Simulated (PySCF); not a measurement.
Cl2OSi.

```xyz
4

Si     0.0000     0.0000    -0.5091
O      0.0000     0.0000    -2.0508
Cl     0.0000    -1.6522     0.6922
Cl     0.0000     1.6522     0.6922
```
Charge 0, spin multiplicity 1.

Geometry optimised at PBE-D3(BJ)/def2-SVP.

The numbers are results of PBE0/pcSseg-2 in PySCF, not measurements. Non-relativistic, no solvent.

Computed absolute GIAO shielding of each atom: isotropic value and principal components (ppm):
```json
[
 {"atom": "Si1", "σ(iso)": "328.5", "σ11": "136.7", "σ22": "281.7", "σ33": "567.0", "span": "430.3"},
 {"atom": "O2", "σ(iso)": "-28.2", "σ11": "-229.5", "σ22": "45.6", "σ33": "99.2", "span": "328.7"},
 {"atom": "Cl3", "σ(iso)": "739.2", "σ11": "585.7", "σ22": "623.9", "σ33": "1008.1", "span": "422.5"},
 {"atom": "Cl4", "σ(iso)": "739.2", "σ11": "585.7", "σ22": "623.9", "σ33": "1008.1", "span": "422.5"}
]
```
